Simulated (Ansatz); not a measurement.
The same path of a periodic cell of 17 atoms, Si16Ge (host Si, host structure diamond, interstitial Ge) was run twice with different band settings. Lost on the way: Si15–Ge17. Made: Si6–Ge17.

These are results of DFT PBE, scalar-relativistic, plane waves, PAW (Ansatz), not measurements. Settings: PAW set soft_1, cutoff 420 eV, k mesh 2x2x2, fermi-dirac smearing 0.02 eV, no spin polarisation.

Relaxed end points:

```xyz
17
Lattice="0.0000 5.4300 5.4300 5.4300 0.0000 5.4300 5.4300 5.4300 0.0000" Properties=species:S:1:pos:R:3
Si -0.006 0.005 -0.008
Si 1.360 1.306 1.357
Si 2.760 2.670 -0.044
Si 4.123 4.069 1.356
Si 2.724 0.005 2.722
Si 4.074 1.356 4.072
Si 5.425 2.705 2.722
Si 6.790 4.069 4.023
Si -0.040 2.670 2.757
Si 1.359 4.070 4.121
Si 2.759 5.468 2.757
Si 4.076 6.783 4.072
Si 2.723 2.706 5.423
Si 4.026 4.070 6.788
Si 5.391 5.467 5.388
Si 6.789 6.832 6.788
Ge 6.791 4.068 6.787
```

```xyz
17
Lattice="0.0000 5.4300 5.4300 5.4300 0.0000 5.4300 5.4300 5.4300 0.0000" Properties=species:S:1:pos:R:3
Si 0.006 -0.004 0.004
Si 1.321 1.313 1.318
Si 2.718 2.713 -0.046
Si 4.118 4.112 1.318
Si 2.719 -0.052 2.718
Si 4.119 1.311 4.119
Si 5.482 2.712 2.718
Si 6.783 4.078 4.083
Si -0.043 2.713 2.717
Si 1.321 4.111 4.117
Si 2.718 5.476 2.717
Si 4.082 6.779 4.081
Si 2.719 2.712 5.481
Si 4.084 4.077 6.782
Si 5.432 5.429 5.431
Si 6.783 6.777 6.782
Ge 8.151 2.711 8.149
```

Common settings: climbing image yes; optimiser quadratic models (default); end points relaxed.

| run | movable images | spring | start path | force threshold | iteration limit |
| --- | --- | --- | --- | --- | --- |
| 1 | 5 | 10.0 eV/Å² | IDPP | 0.03 eV/Å | 48 |
| 2 | 3 | 5.0 eV/Å² | default | 0.2 eV/Å | 50 |

(1) What does each run give, and how far can it be trusted?

Results:

(1) Run 1: converged after 14 iterations, highest image 0.341 eV above the first end. By the program's own check the climbing image is a first-order saddle point (lowest curvatures found: -0.33 and 0.51 eV/Å²).
Run 2: converged after 6 iterations, highest image 0.363 eV above the first end. The threshold of 0.2 eV/Å is loose, so the images may lie well off the minimum-energy path. The order of the stationary point at the top wasn't checked.
Limits of this set-up: coarse k mesh.
